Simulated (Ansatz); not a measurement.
Calculation: frozen-core CCSD(T)/cc-pVTZ // PBE0-D3(BJ)/def2-TZVP (Ansatz, a first-principles code).

Ansatz 0.2 input:
```yaml
crystal:
  periodic: [false, false, false]
  atoms:
    - { symbol: C, position_ang: [3.32934, -0.312197, -0.118758] }
    - { symbol: C, position_ang: [2.38912, 0.208023, 0.40337] }
    - { symbol: O, position_ang: [1.416396, 0.827592, 1.022348] }
    - { symbol: C, position_ang: [0.181598, 0.483386, 0.712673] }
    - { symbol: C, position_ang: [-0.964564, 0.228378, 0.487695] }
    - { symbol: C, position_ang: [-2.349512, -0.096071, 0.200081] }
    - { symbol: H, position_ang: [4.158223, -0.781883, -0.589742] }
    - { symbol: H, position_ang: [-2.887148, 0.776001, -0.17908] }
    - { symbol: H, position_ang: [-2.86449, -0.450584, 1.095874] }
    - { symbol: H, position_ang: [-2.408953, -0.882641, -0.555561] }
basis:
  gaussian: { orbitals: cc-pVTZ }
correlation:
  method: ccsd_t
```

Output:

```
Functional definition: HF
1371 factors; integrals over basis functions are off by at most 1.1e-3 eV
mean field evaluation 1: about -7246.1149 eV, gradient 3.8e1 eV
mean field evaluation 2: about -7246.6665 eV, gradient 3.8e1 eV
mean field evaluation 4: about -7250.0979 eV, gradient 7.2e0 eV
mean field evaluation 8: about -7250.2448 eV, gradient 2.9e-1 eV
mean field evaluation 16: about -7246.1149 eV, gradient 3.8e1 eV
mean field -7250.24522675 eV, -266.4415976904 hartree, gradient 6.5e-6 eV, S^2 0.000000; 0 other end points of the search recorded, 0 dependent functions left out
6 core orbitals not correlated
reference -7250.24522675 eV, -266.4415976904 hartree; 15, 15 occupied and 215, 215 virtual orbitals, 1371 factors
second order -27.14267504 eV of doubles, -0.00000000 eV of singles
cycle   1  -26.77365289 eV  change    3.7e-1 eV  update   1.2e-1
cycle   2  -27.52627360 eV  change   -7.5e-1 eV  update   3.9e-2
cycle   3  -27.69510205 eV  change   -1.7e-1 eV  update   1.8e-2
cycle   4  -27.69145276 eV  change    3.6e-3 eV  update   5.2e-3
cycle   5  -27.69429824 eV  change   -2.8e-3 eV  update   2.1e-3
cycle   6  -27.69599830 eV  change   -1.7e-3 eV  update   5.0e-4
cycle   7  -27.69605825 eV  change   -6.0e-5 eV  update   1.7e-4
cycle   8  -27.69606188 eV  change   -3.6e-6 eV  update   4.5e-5
cycle   9  -27.69609342 eV  change   -3.2e-5 eV  update   1.8e-5
perturbative correction -1.37214529 eV, -0.0504254092 hartree
Total energy: -7279.31346546 eV, -267.5098357597 hartree
```

Cost: very roughly 6 core-minutes.
